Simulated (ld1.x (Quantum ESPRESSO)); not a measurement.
# bismuth, RRKJ: configuration errors across variants

```json
{
 "Element": "bismuth",
 "Generator": "ld1.x (Quantum ESPRESSO) 7.5",
 "Type": "norm-conserving RRKJ (Kleinman–Bylander form)",
 "Functional": "PBE",
 "Relativity": "scalar-relativistic",
 "Frozen core": "[Xe]",
 "Valence charge": "29",
 "Reference configuration": "4f14 5d10 6s2 6p2.5 (charge +0.5)",
 "Partial waves": "6p (bound): rc 1.75 bohr; 5d (bound): rc 2.05 bohr; 4f (bound): rc 0.55 bohr; 6s (bound): rc 1.50 bohr",
 "Local potential": "the s channel",
 "Core correction": "none",
 "rho0": "0.01"
}
```

All-electron excitation energies from the reference (eV): (1) 4f14 5d10 6s2 6p3 -3.097; (2) 4f14 5d10 6s2 6p2 4.816; (3) 4f14 5d10 6s2 6p1 20.063; (4) 4f14 5d9 6s2 6p3 30.225; (5) 4f14 5d10 6s2 6p0 43.405; (6) 4f14 5d10 6s1 6p0 88.811; (7) 4f14 5d10 6s1 6p3 15.634.

3 further variants failed, have other tests or too few solved ones, and are left out.

A true bound ghost makes a file unfit for plane-wave use even where its test errors are small: the radial tests pick states by their node count and pass the ghost by.

Errors AE − PS in meV (a dash: test not solved or not reliable):

| change | (1) | (2) | (3) | (4) | (5) | (6) | (7) | bound ghosts |
| --- | --- | --- | --- | --- | --- | --- | --- | --- |
| base | +1.9 | -1.5 | -1.2 | +40 | +8.8 | +41 | +0.7 | p |
| wave 6s (bound): rc 1.50 bohr becomes 6s (bound): rc 1.32 bohr | +1.8 | -1.6 | -0.6 | +140 | +20 | – | – | p, s (extra level of the local part) |
| wave 6s (bound): rc 1.50 bohr becomes 6s (bound): rc 1.44 bohr | +1.9 | -1.5 | -0.5 | +77 | +15 | +69 | -1.0 | p |
| wave 6s (bound): rc 1.50 bohr becomes 6s (bound): rc 1.62 bohr | +2.0 | -1.4 | -1.9 | +7.8 | +2.8 | +24 | -0.4 | p |
| wave 6s (bound): rc 1.50 bohr becomes 6s (bound): rc 1.78 bohr | +2.0 | -1.5 | -2.5 | -16 | -0.5 | +14 | -2.3 | p |
| wave 6s (bound): rc 1.50 bohr becomes 6s (bound): rc 2.26 bohr | +2.0 | -1.5 | -1.7 | -5.0 | +2.7 | +17 | -3.5 | p |

Problem. Give the same row for: wave 6s (bound): rc 1.50 bohr becomes 6s (bound): rc 2.10 bohr.

Solution. +2.0, -1.5, -2.5, -18, –, +13, -2.6; bound ghosts: p.
